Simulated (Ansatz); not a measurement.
Steps of a relaxation of C2H5NSeSi, SMILES `C[SiH]1N=C[Se]1` with RKS PBE0-D4/def2-TZVP.

```sh
$ ansatz run in.yaml --threads 4 --pin off --events-out ev --progress --plain --max-ram 10444MiB
```

```yaml
crystal:
  periodic: [false, false, false]
  atoms:
    - {symbol: C, position_ang: [-0.886761, -1.132404, 0.851975]}
    - {symbol: Si, position_ang: [0.041027, 0.443662, 0.459973]}
    - {symbol: N, position_ang: [-0.256860, 1.104759, -1.182403]}
    - {symbol: C, position_ang: [0.956766, 0.969890, -1.582556]}
    - {symbol: Se, position_ang: [2.244631, 0.190164, -0.289560]}
    - {symbol: H, position_ang: [-0.758601, -1.868617, 0.034688]}
    - {symbol: H, position_ang: [-0.510833, -1.578532, 1.795075]}
    - {symbol: H, position_ang: [-1.968482, -0.917159, 0.976071]}
    - {symbol: H, position_ang: [-0.118725, 1.483629, 1.528221]}
    - {symbol: H, position_ang: [1.340739, 1.253308, -2.588582]}
basis:
  gaussian: {orbitals: def2-TZVP}
hamiltonian: {xc: pbe0, dispersion: d4}
relax: {f_tol: 0.005, max_steps: 150}
```

Positions (Å) and forces (eV/Å) along the path, 9 of 9 steps:

```xyz
10
step=1 energy=-76859.7515 eV
C    -0.887   -1.132    0.852   -0.084   -0.142    0.044
Si    0.041    0.444    0.460    0.017    0.053   -0.423
N    -0.257    1.105   -1.182    1.267   -0.368    0.216
C     0.957    0.970   -1.583   -0.580    0.112    0.060
Se    2.245    0.190   -0.290   -0.685    0.226   -0.141
H    -0.759   -1.869    0.035   -0.060    0.355    0.392
H    -0.511   -1.579    1.795   -0.176    0.214   -0.448
H    -1.968   -0.917    0.976    0.515   -0.095   -0.065
H    -0.119    1.484    1.528    0.044   -0.206   -0.207
H     1.341    1.253   -2.589   -0.258   -0.150    0.571
10
step=2 energy=-76859.8046 eV
C    -0.882   -1.127    0.847   -0.004    0.016    0.004
Si    0.044    0.437    0.455   -0.103    0.041   -0.281
N    -0.248    1.095   -1.175    0.269   -0.158    0.240
C     0.952    0.965   -1.575   -0.124    0.034    0.029
Se    2.217    0.195   -0.285   -0.059    0.033   -0.064
H    -0.751   -1.859    0.043   -0.018    0.097    0.108
H    -0.515   -1.564    1.784   -0.049    0.061   -0.126
H    -1.952   -0.911    0.963    0.145   -0.029   -0.017
H    -0.108    1.468    1.515   -0.002   -0.048   -0.049
H     1.326    1.249   -2.569   -0.057   -0.048    0.158
10
step=3 energy=-76859.8107 eV
C    -0.879   -1.122    0.844    0.033    0.022    0.000
Si    0.045    0.433    0.450   -0.068   -0.004   -0.079
N    -0.248    1.082   -1.168    0.002    0.005    0.098
C     0.950    0.965   -1.566    0.013   -0.049   -0.024
Se    2.218    0.192   -0.289    0.011    0.018    0.005
H    -0.752   -1.852    0.044   -0.001   -0.016   -0.010
H    -0.513   -1.556    1.777    0.001   -0.012    0.016
H    -1.944   -0.905    0.960   -0.016    0.008    0.000
H    -0.113    1.462    1.506    0.012    0.010    0.007
H     1.319    1.248   -2.555    0.013    0.019   -0.013
10
step=4 energy=-76859.8104 eV rejected
C    -0.879   -1.122    0.843    0.012    0.005   -0.007
Si    0.043    0.433    0.447   -0.003    0.031    0.024
N    -0.247    1.091   -1.163   -0.035   -0.063   -0.023
C     0.947    0.956   -1.569    0.049    0.099    0.035
Se    2.218    0.195   -0.288   -0.002   -0.034   -0.018
H    -0.749   -1.856    0.047   -0.002   -0.014   -0.010
H    -0.516   -1.553    1.779    0.004   -0.004    0.012
H    -1.944   -0.905    0.955   -0.019    0.003    0.000
H    -0.108    1.461    1.505   -0.001    0.001    0.014
H     1.318    1.251   -2.554   -0.004   -0.026   -0.027
10
step=5 energy=-76859.8111 eV
C    -0.878   -1.123    0.844    0.000    0.011    0.002
Si    0.043    0.433    0.448   -0.006   -0.008   -0.021
N    -0.247    1.083   -1.166   -0.001    0.004    0.015
C     0.950    0.963   -1.567    0.000   -0.006    0.000
Se    2.218    0.194   -0.290    0.007    0.004    0.004
H    -0.752   -1.856    0.047    0.000   -0.002   -0.006
H    -0.516   -1.556    1.779   -0.001    0.001    0.007
H    -1.943   -0.902    0.957   -0.004   -0.007    0.002
H    -0.111    1.461    1.506    0.004    0.002    0.001
H     1.319    1.252   -2.555    0.000    0.002   -0.003
10
step=6 energy=-76859.8111 eV rejected
C    -0.879   -1.122    0.844   -0.007   -0.002   -0.005
Si    0.044    0.433    0.448   -0.005    0.018    0.006
N    -0.247    1.087   -1.163   -0.002   -0.009   -0.004
C     0.949    0.963   -1.567    0.000   -0.001   -0.002
Se    2.219    0.195   -0.291   -0.002   -0.006    0.001
H    -0.748   -1.856    0.047    0.001   -0.007    0.003
H    -0.519   -1.551    1.781    0.002   -0.006    0.001
H    -1.946   -0.906    0.952    0.009    0.006   -0.002
H    -0.107    1.459    1.509    0.003    0.001    0.001
H     1.316    1.248   -2.557    0.001    0.006    0.002
10
step=7 energy=-76859.8112 eV
C    -0.879   -1.123    0.844    0.000    0.003    0.001
Si    0.043    0.432    0.448   -0.001   -0.004   -0.006
N    -0.247    1.084   -1.166   -0.002    0.002    0.004
C     0.950    0.963   -1.568    0.002   -0.002    0.003
Se    2.218    0.194   -0.291    0.001    0.001    0.001
H    -0.751   -1.858    0.048    0.000    0.000   -0.002
H    -0.518   -1.554    1.781    0.000    0.001    0.002
H    -1.944   -0.904    0.956   -0.001   -0.002    0.000
H    -0.109    1.460    1.506    0.002    0.001   -0.001
H     1.319    1.253   -2.556    0.000    0.001   -0.003
10
step=8 energy=-76859.8112 eV
C    -0.879   -1.123    0.845    0.001    0.001    0.000
Si    0.043    0.431    0.446   -0.007    0.000    0.002
N    -0.247    1.084   -1.166    0.002   -0.001    0.000
C     0.950    0.964   -1.568   -0.005    0.003   -0.006
Se    2.218    0.194   -0.292    0.009   -0.004    0.002
H    -0.750   -1.860    0.050    0.000    0.001    0.001
H    -0.519   -1.552    1.783    0.000    0.000    0.000
H    -1.945   -0.904    0.954    0.000    0.000   -0.001
H    -0.107    1.459    1.505    0.000    0.000    0.000
H     1.319    1.255   -2.555    0.000    0.000    0.002
10
step=9 energy=-76859.8112 eV
C    -0.879   -1.123    0.845    0.000    0.000    0.000
Si    0.043    0.431    0.447   -0.001   -0.001    0.001
N    -0.247    1.085   -1.166    0.000    0.000   -0.001
C     0.950    0.964   -1.568    0.000    0.000    0.000
Se    2.218    0.192   -0.292    0.001    0.001   -0.002
H    -0.749   -1.860    0.050    0.000    0.000    0.000
H    -0.520   -1.551    1.783    0.000    0.000    0.000
H    -1.945   -0.905    0.953    0.000    0.000    0.000
H    -0.106    1.459    1.505    0.000    0.000    0.000
H     1.319    1.256   -2.555    0.000   -0.001    0.002
```

Hardware: 4 threads of an AMD EPYC 9R45 on a shared host. Wall time 15 s, peak host memory 0.67 GiB.
